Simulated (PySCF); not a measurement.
B2H5OSi (calculated)

Computed with PySCF 2.14.0. Calculation on a computer-drawn molecule: optimised geometry and harmonic frequencies of an isolated molecule of the commonest isotopes, restricted reference for singlets and unrestricted otherwise, frozen core in MP2.

### B2H5OSi

Start structure:
```xyz
9
B2H5OSi
B     -0.5869    -2.4449     1.0711
B     -0.8340    -1.6711    -0.3229
Si    -2.5472    -1.0246    -0.9846
O     -3.4937    -1.9611    -1.9026
H     -0.3089    -1.8812     2.0954
H     -0.5380    -3.5749     1.1482
H      0.0689    -1.4465    -0.9739
H     -3.3998     0.1263    -0.9266
H     -3.5447    -2.8605    -2.2267
```

Here we set charge 1, multiplicity 1, method HF and basis cc-pV(D+d)Z.

The calculation gives: rotational constants 15.46, 2.762, 2.572 GHz; total energy -415.7989 hartree; convergence status largest gradient component 1.826e-05 hartree/bohr.

Drawn bonds:
```csv
atom,other atom,order
1,2,1
2,3,1
3,4,1
1,5,1
1,6,1
2,7,1
3,8,1
4,9,1
```

Optimised structure:
```xyz
9
B2H5OSi
B     -0.5598    -2.4536     1.1248
B     -0.8359    -1.6676    -0.3368
Si    -2.6405    -1.0897    -1.0380
O     -3.5759    -2.0007    -1.9240
H     -0.3568    -1.8191     2.1177
H     -0.5575    -3.6492     1.1658
H      0.0638    -1.3829    -1.0748
H     -3.2616     0.2129    -0.8132
H     -3.4602    -2.8886    -2.2442
```

Modes:
```csv
frequency (cm⁻¹),reduced mass (dalton)
78.33,2.546
170.8,2.405
193.2,1.998
342.1,1.458
453.5,1.535
476.5,1.096
535,3.872
623.5,1.071
689.2,1.169
787.8,1.286
832.1,1.564
915.8,1.237
965.3,2.388
1056,1.859
1089,5.146
1232,1.2
2443,1.044
2701,1.052
2732,1.09
2794,1.124
4103,1.069
```
